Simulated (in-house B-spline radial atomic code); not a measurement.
Configurations of Yb2+, with energies counted from [Xe] 4f14. Method: scalar-relativistic (X2C) LC-wPBE, spin-polarised, spherical fractional occupations, exact exchange averaged over the configuration, Fermi nucleus of rms radius 5.3108 fm. Calculated with a B-spline radial code for spherical atoms. Shells without spins written out take the highest spin.

Occupations are held fixed; configurations that lie above the ionisation limit could autoionise.

| configuration | E - E(ref) (eV) | highest orbital | its <r> (bohr) |
| --- | --- | --- | --- |
| [Xe] 4f13 5f1 | 17.938 | 5f up | 5.836 |
| [Kr] 4d10 4f14 5s2 5p5 6s1 | 28.11 | 6s up | 3.103 |
| [Kr] 4d10 4f14 5s2 5p5 5d1 | 28.58 | 5d up | 2.246 |
| [Kr] 4d9 4f14 5s2 5p6 6d1 | 191.96 | 6d up | 5.573 |
| [Kr] 4d9 4f14 5s2 5p6 6f1 | 196.58 | 6f up | 10.21 |

(1) Order these further configurations by energy, lowest first.
A. [Kr] 4d9 4f14 5s2 5p6 5d1
B. [Kr] 4d9 4f14 5s2 5p6 5f1
C. [Kr] 4d9 4f14 5s2 5p6 6s1
D. [Kr] 4d10 4f14 5s2 5p5 5f1
E. [Kr] 4d10 4f14 5s2 5p5 6p1

(2) How far above the reference does [Xe] 4f13 6s1 lie?

## Answers

(1) E (33.299 eV), D (40.782 eV), C (181.02 eV), A (181.59 eV), B (193.75 eV).

(2) 5.223 eV; its least bound orbital is 6s up with <r> = 3.095 bohr.
